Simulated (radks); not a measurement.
The numbers below are computed, except where a source is named.
Task: Neutral antimony, [Kr] 4d10 5s2 5p3. Code: a radial shooting solver on a logarithmic mesh with Libxc functionals. Model: non-relativistic Kohn-Sham, exchange-only LDA, spin-polarised, spherical densities, point nucleus. Every spin shell is full or empty, so the densities are truly spherical. Functionals are evaluated on that one density, not self-consistently. Rank these exchange functionals by their error against the exact value of the orbitals, and give that value: LDA, B88, PBE, OPTX, WC, AM05, EV93, APBE, revTPSS, SCAN, r2SCAN, MS2, Tao-Mo, MVS.

Result: Exact: -163.596 hartree. From best to worst, with 100 (|E| - |E exact|)/|E exact| (equal figures are ties): B88 +0.03, MVS +0.07, r2SCAN -0.10, SCAN +0.17, APBE +0.31, EV93 -0.32, PBE -0.42, MS2 -0.59, Tao-Mo -0.81, WC -0.85, revTPSS -0.92, OPTX +1.25, AM05 -4.49, LDA -4.81.
